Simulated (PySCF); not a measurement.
## C4H8ClO2: g tensor and hyperfine couplings

C₄H₈ClO₂ (doublet state).
Structure used (GFN2-xTB), in Å, numbered top down from 1:
```
atom  x, y, z in Å
C1    -2.128    0.806   -0.015
O2    -0.774    0.613   -0.333
C3    -0.521   -0.640   -0.919
O4     0.796   -0.765   -1.290
C5     1.737   -0.802   -0.202
C6     1.979    0.517    0.423
Cl7    2.972    1.620   -0.377
H8    -2.481    0.041    0.689
H9    -2.200    1.788    0.446
H10   -2.755    0.773   -0.914
H11   -1.109   -0.755   -1.845
H12   -0.817   -1.440   -0.204
H13    1.371   -1.506    0.558
H14    2.650   -1.189   -0.661
H15    1.276    0.946    1.115
```

The hyperfine couplings belong to this conformer and change with its torsions.

As a line formula: `COCOC[CH]Cl` [radical].

Computed, not measured: PySCF 2.14.0, UKS B3LYP, pcH-1 on C Cl H O, non-relativistic, mean-field spin-orbit, GIAO. Isolated species at its GFN2-xTB geometry (one conformer only). The geometry wasn't refined by DFT: couplings that depend on bond lengths, twists or pyramidal angles can differ widely from those at the functional's own minimum. No stability test was run, so a lower SCF solution isn't excluded.

```
g1, g2, g3        : 2.00175, 2.00787, 2.00920
g_iso             : 2.00627
Form of g         : rhombic: the two nearest values differ by 18 % of g3 − g1
⟨S²⟩              : 0.7539 (exact 0.7500)
α and β electrons : 33, 32
```

Hyperfine couplings atom by atom, in MHz; T1 to T3 are the principal values of the dipolar part:

```
atom  isotope  a_iso  of which spin–orbit     T1     T2     T3  Mulliken spin population
  C1      13C    1.1                  0.0   -0.4   -0.3    0.7                      0.00
  O2      17O   -6.8                  0.0   -4.0    1.7    2.2                      0.01
  C3      13C   -2.9                  0.0   -0.9   -0.6    1.4                      0.00
  O4      17O  -26.7                 -0.1  -22.9   11.1   11.7                      0.05
  C5      13C   -7.7                  0.0   -1.7   -1.0    2.7                     -0.04
  C6      13C  133.9                  0.6  -78.7  -78.0  156.7                      0.90
 Cl7     35Cl    6.8                  0.0  -33.6  -23.8   57.4                      0.10
  H8       1H   -0.1                  0.0   -0.8   -0.7    1.6                      0.00
  H9       1H    0.2                  0.0   -0.9   -0.8    1.7                      0.00
 H10       1H    0.7                  0.0   -0.7   -0.6    1.3                      0.00
 H11       1H    8.6                  0.0   -1.4   -1.0    2.4                      0.00
 H12       1H   -0.3                  0.0   -1.8   -1.4    3.1                      0.00
 H13       1H   10.6                  0.0   -6.5   -3.7   10.2                      0.00
 H14       1H   18.1                  0.0   -5.9   -3.7    9.6                      0.01
 H15       1H  -46.6                  0.1  -35.1   -3.7   38.8                     -0.03
```

The largest Mulliken spin populations are on C6 (+0.90) and Cl7 (+0.10). No atom but C6 exceeds +0.15. The angles at C6 add up to 355.4°, so it is nearly planar; its axial dipolar tensor and the negative coupling of its proton fit spin in a p orbital normal to that plane.

Under fast tumbling the dipolar parts average out, and these isotropic splittings remain: 1 × 1H (H15, I = 1/2, 2 lines) with 1.66 mT, 2 × 1H (H13/H14, I = 1/2, 3 lines) with 0.51 mT, 1 × 35Cl (Cl7, I = 3/2, 4 lines) with 0.24 mT and 2 × 1H (H11/H12, I = 1/2, 3 lines) with 0.15 mT.

Means are taken over nuclei equivalent by connectivity, which assumes that they swap fast. The 1H value of +4.2 MHz is a mean of couplings from -0.3 to 8.6 MHz in this one geometry, not an average over conformers. The 1H value of +14.4 MHz is a mean of couplings from 10.6 to 18.1 MHz in this one geometry, not an average over conformers.

Main isotope only: 35Cl (natural samples also hold 24 % 37Cl, magnetic too, which adds its own pattern).

The 17O coupling of O4 (-26.7 MHz) shows only in satellite lines or after enrichment, since that isotope makes up about 0.038 % of natural oxygen.

The 13C coupling of C6 (133.9 MHz) shows only in satellite lines or after enrichment, since that isotope makes up about 1.07 % of natural carbon.

The spin density at the nucleus, in bohr⁻³, is negative for H15 (-0.0105), C5 (-0.0068) and C3 (-0.0026), for instance. A restricted open-shell determinant has no negative spin density anywhere; here it arises because α and β orbitals differ (spin polarisation).
